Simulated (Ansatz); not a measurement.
Job for Ansatz (a quantum-chemistry and plane-wave program): R-RI-MP2/cc-pVQZ on CH6GeO2 (SMILES [CH3][GeH]([OH])[OH]), a point of a torsion scan. Files ending in .json are basis or fitting sets from the Basis Set Exchange. The run froze 17 orbitals, filled d shells among them.

Ansatz 0.2 input:
```yaml
crystal:
  periodic: [false, false, false]
  atoms:
    - {symbol: C, position_ang: [-1.35609700, -0.55931025, -0.04875176]}
    - {symbol: Ge, position_ang: [0.39985831, 0.24852363, 0.36717436]}
    - {symbol: O, position_ang: [1.73944504, -0.57185079, -0.42921334]}
    - {symbol: O, position_ang: [0.46354009, 1.82847669, -0.34593060]}
    - {symbol: H, position_ang: [-1.24554351, -1.57723676, -0.41072282]}
    - {symbol: H, position_ang: [-1.83388790, 0.03174680, -0.82399536]}
    - {symbol: H, position_ang: [-2.00299016, -0.57087107, 0.82208188]}
    - {symbol: H, position_ang: [0.74958878, 0.36118329, 1.84195398]}
    - {symbol: H, position_ang: [1.86881224, -1.49522560, -0.23240240]}
    - {symbol: H, position_ang: [1.31137039, 2.05169096, -0.72554127]}
basis:
  gaussian:
    orbitals: cc-pVQZ
    fitting: {mean_field: def2-universal-JKFIT, correlation: cc-pVQZ-RIFIT.json}
magnetization: {spin_polarized: false}
correlation: {method: mp2, electrons: outside_noble_gas}
scf: {lower_state_search: off}
```

Q: Predict the final total energy.

A: -2267.4975 hartree.

Q: How many basis functions does it have, and what does it roughly cost on one machine?

A: 413 functions; roughly 6 core-seconds.
